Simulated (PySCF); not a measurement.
## Correlation energy of Mo²⁺ (molybdenum, charge +2)

[Kr] 4d3 5s1, high-spin 5F determinant (an excited configuration). Computed with PySCF 2.14 in aug-cc-pwCVDZ-PP with ECP28MDF, with a scalar-relativistic core potential. Frozen: 4s2 4p6; 4 electrons correlated.

| level | correlation energy (mhartree) |
| --- | --- |
| CCSD | -32.96 |
| (T) | -0.21 |
| CCSD(T) | -33.17 |

Diagnostics: T1 = 0.0033, D1 = 0.0091, largest double amplitude 0.018.

Cost of the coupled-cluster step: of the order of 10 core-seconds, for 4 correlated electrons.

Iterations:

```
CC2 = 0
CCSD nocc = (np.int64(4), np.int64(0)), nmo = (66, 66)
frozen orbitals [[0, 1, 2, 3], [0, 1, 2, 3]]
max_cycle = 100
direct = 0
conv_tol = 1e-08
conv_tol_normt = 1e-06
diis_space = 8
diis_start_cycle = 0
Init t2, MP2 energy = -0.027141552449752
Init E_corr(UCCSD) = -0.0271415524498432
cycle = 1  E_corr(UCCSD) = -0.0318023336117565  dE = -0.00466078116  norm(t1,t2) = 0.019942
cycle = 2  E_corr(UCCSD) = -0.0326895541880987  dE = -0.000887220576  norm(t1,t2) = 0.00548483
cycle = 3  E_corr(UCCSD) = -0.0329764446802583  dE = -0.000286890492  norm(t1,t2) = 0.00201427
cycle = 4  E_corr(UCCSD) = -0.0329571720212394  dE = 1.9272659e-05  norm(t1,t2) = 0.000470485
cycle = 5  E_corr(UCCSD) = -0.0329609222496488  dE = -3.75022841e-06  norm(t1,t2) = 0.00012366
cycle = 6  E_corr(UCCSD) = -0.0329606503167932  dE = 2.71932856e-07  norm(t1,t2) = 1.51073e-05
cycle = 7  E_corr(UCCSD) = -0.0329606994588384  dE = -4.91420453e-08  norm(t1,t2) = 2.86549e-06
cycle = 8  E_corr(UCCSD) = -0.0329606762334119  dE = 2.32254265e-08  norm(t1,t2) = 4.56898e-07
cycle = 9  E_corr(UCCSD) = -0.032960678972943  dE = -2.7395311e-09  norm(t1,t2) = 8.85054e-08
UCCSD converged
E(UCCSD) = -66.44894918170203  E_corr = -0.03296067897294303
UCCSD(T) correction = -0.000205565104135888
```
